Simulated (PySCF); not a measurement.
Molecule: `InChI=1S/C6H10O/c1-4-6(3)7-5-2/h4H,1,3,5H2,2H3`.

Cartesian coordinates in Å; atom numbers follow the order of the lines, from 1:
```xyz
17

C     2.4172   -0.4666    0.8850
C     2.1636   -0.1281   -0.3722
C     0.8222    0.1056   -0.9059
C     0.6370    0.4433   -2.1858
O    -0.1568   -0.0591    0.0247
C    -1.4962    0.1400   -0.3704
C    -2.3825   -0.1003    0.8414
H     3.4218   -0.6292    1.2356
H     1.6219   -0.5914    1.5992
H     2.9643   -0.0049   -1.0877
H     1.4828    0.5474   -2.8392
H    -0.3271    0.6252   -2.6228
H    -1.7565   -0.5584   -1.1783
H    -1.6290    1.1660   -0.7419
H    -2.2467   -1.1149    1.2057
H    -3.4244    0.0460    0.5719
H    -2.1187    0.5913    1.6367
```

Frames of a GFN2-xTB Langevin trajectory at 600 K; GIAO PBE0/pcSseg-1 shieldings in PySCF, gas phase, non-relativistic; equivalent atoms averaged within each frame.

Scale: $^{13}$C (186.93 ppm), $^{1}$H (31.72 ppm) against TMS; H2O for $^{17}$O (336.08 ppm) (reference shieldings calculated alike). The references are static minima.

Problem. How do the shifts (ppm) fluctuate along the trajectory?

Solution. 
| time (fs) | C3 | C2 | C1 | C4 | C6 | C7 | O5 | H10 | H9 | H8 |
| --- | --- | --- | --- | --- | --- | --- | --- | --- | --- | --- |
| 250 | 173.1 | 152.0 | 126.9 | 96.6 | 58.4 | 17.3 | 130.3 | 7.28 | 6.22 | 5.78 |
| 425 | 166.7 | 150.9 | 125.1 | 86.9 | 68.5 | 28.1 | 142.1 | 7.83 | 6.37 | 5.65 |
| 625 | 171.4 | 163.5 | 135.3 | 93.8 | 63.5 | 19.4 | 144.3 | 7.30 | 6.50 | 6.45 |
| 800 | 162.1 | 140.4 | 124.2 | 82.0 | 61.6 | 25.7 | 149.6 | 5.35 | 5.83 | 6.65 |
| 1000 | 169.4 | 140.7 | 126.8 | 107.5 | 82.5 | 28.4 | 116.8 | 7.09 | 7.12 | 7.05 |
| mean of frames | 168.6 | 149.5 | 127.7 | 93.4 | 66.9 | 23.8 | 136.6 | 6.97 | 6.41 | 6.32 |
| standard deviation | 4.3 | 9.5 | 4.4 | 9.8 | 9.5 | 5.1 | 13.1 | 0.95 | 0.47 | 0.59 |

5 frames give an uncertainty of the mean of about the standard deviation over 2.2 at best, since frames this close in time may not be independent; classical motion lacks zero-point vibration, and the reference would need the same averaging.
